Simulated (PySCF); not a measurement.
Isomers of C4H8O3S, mass 136.019 u with the commonest isotopes. Theory: PySCF 2.14.0, PBE0-D3(BJ)/def2-SVP geometry optimisation, gas phase. One conformer each, none proved a minimum here; rigid rotors.

Question: Order these by radius of gyration √(Σ m r²/M), smallest first.
A. `[CH3:1][C@H:2]1[CH2:3][CH2:4][S:5](=[O:6])(=[O:7])[O:8]1` with C1–C2–C3–C4 79°, C2–C3–C4–S5 28°, C3–C4–S5–O6 105°, C4–S5–O8–C2 -21°
B. `[CH3:1][O:2][CH:3]1[CH2:4][S:5](=[O:6])(=[O:7])[CH2:8]1` with C1–O2–C3–C4 75°, O2–C3–C4–S5 130°, C3–C4–S5–O6 97°, C4–S5–C8–C3 11°, O2–C3–C8–S5 -134°
C. `[CH3:1][S:2](=[O:3])(=[O:4])[CH:5]1[CH2:6][O:7][CH2:8]1` with C1–S2–C5–C6 -47°, S2–C5–C6–O7 105°, C5–C6–O7–C8 12°, C6–O7–C8–C5 -12°, S2–C5–C8–O7 -106°

Answer: A (1.743 Å), C (1.829 Å), B (2.012 Å).

Question: Order these by rotational constant C, largest first.
A. `[CH3:1][O:2][CH:3]1[CH2:4][S:5](=[O:6])(=[O:7])[CH2:8]1` with C1–O2–C3–C4 75°, O2–C3–C4–S5 130°, C3–C4–S5–O6 97°, C4–S5–C8–C3 11°, O2–C3–C8–S5 -134°
B. `[CH3:1][C@H:2]1[CH2:3][CH2:4][S:5](=[O:6])(=[O:7])[O:8]1` with C1–C2–C3–C4 79°, C2–C3–C4–S5 28°, C3–C4–S5–O6 105°, C4–S5–O8–C2 -21° (1,3-butanesultone)
C. `[CH3:1][S:2](=[O:3])(=[O:4])[CH:5]1[CH2:6][O:7][CH2:8]1` with C1–S2–C5–C6 -47°, S2–C5–C6–O7 105°, C5–C6–O7–C8 12°, C6–O7–C8–C5 -12°, S2–C5–C8–O7 -106°

Answer: B (1445 MHz), C (1320 MHz), A (1018 MHz).

Question: Order these by rotational constant A, largest first.
A. `[CH3:1][C@H:2]1[CH2:3][CH2:4][S:5](=[O:6])(=[O:7])[O:8]1` with C1–C2–C3–C4 79°, C2–C3–C4–S5 28°, C3–C4–S5–O6 105°, C4–S5–O8–C2 -21° (1,3-butanesultone)
B. `[CH3:1][S:2](=[O:3])(=[O:4])[CH:5]1[CH2:6][O:7][CH2:8]1` with C1–S2–C5–C6 -47°, S2–C5–C6–O7 105°, C5–C6–O7–C8 12°, C6–O7–C8–C5 -12°, S2–C5–C8–O7 -106°
C. `[CH3:1][O:2][CH:3]1[CH2:4][S:5](=[O:6])(=[O:7])[CH2:8]1` with C1–O2–C3–C4 75°, O2–C3–C4–S5 130°, C3–C4–S5–O6 97°, C4–S5–C8–C3 11°, O2–C3–C8–S5 -134°

Answer: C (4335 MHz), B (3126 MHz), A (3050 MHz).

| SMILES | point group | Ia (u·Å²) | Ib (u·Å²) | Ic (u·Å²) | κ | μa (D) | μb (D) | μc (D) |
| --- | --- | --- | --- | --- | --- | --- | --- | --- |
| C[C@H]1CCS(=O)(=O)O1 | C1 | 165.71 | 311.05 | 349.77 | -0.78 | 4.75 | 2.65 | 1.55 |
| CS(=O)(=O)C1COC1 | near Cs | 161.67 | 365.11 | 382.88 | -0.93 | 2.71 | 0.12 | 1.06 |
| COC1CS(=O)(=O)C1 | C1 | 116.59 | 487.55 | 496.61 | -0.99 | 5.00 | 0.94 | 0.28 |
